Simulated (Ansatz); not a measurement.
Computed with Ansatz on PBE0-D4/def2-TZVP structures; ΔE is electronic, products minus reactants. CCSD(T)/CBS adds triple-zeta CCSD(T) − MP2 to the extrapolated MP2 energy (def2 sets, frozen cores). This one scheme is used for every species, atoms too. DFT in def2-TZVPP. No spin–orbit coupling; open shells (•) take unrestricted orbitals. Spin–orbit coupling would lower the free atoms: a little for Al, C, Si. Each species was taken in one conformer, which may not be the lowest.

Consider the atomization: `C=C[SiH2][AlH2]` → Al• + 2 C• + 7 H• + Si•.

CCSD(T)/CBS gives +37.92 eV.

Q: Another level gave +28.76 eV. Which?
A. MP2/def2-TZVPP
B. HF/def2-TZVPP
C. BLYP-D4/def2-TZVPP
D. revPBE-D4/def2-TZVPP

A: B. HF/def2-TZVPP 28.76, BLYP-D4 37.62, revPBE-D4 37.45, MP2/def2-TZVPP 37.06 eV.

Largest T1 diagnostic among the species: 0.018.

From BLYP to BHLYP (50 % exact exchange), in def2-TZVPP and without D4, ΔE moves by −0.17 eV: exact exchange takes away binding that semilocal exchange gives to molecules. The D4 term adds +0.35 eV with B3LYP and +0.19 eV with PBE0; it sums over pairs of atoms, weighted by their polarisabilities, and B3LYP, whose exchange is more repulsive, gets the larger term. In def2-TZVPP, CCSD(T) changes the Hartree–Fock value by +8.27 eV (the triples alone add +0.44 eV) and MP2 by +8.30 eV; breaking electron pairs costs correlation energy, which Hartree–Fock lacks.

B3LYP here is the variant with VWN-RPA as its local correlation; programs differ in this.

For atomizations the MP2-based limit and the directly extrapolated one differ by several kJ/mol either way, and by 10 to 25 for some Ge, Se and Sn compounds, so smaller differences from it don't rank the levels.
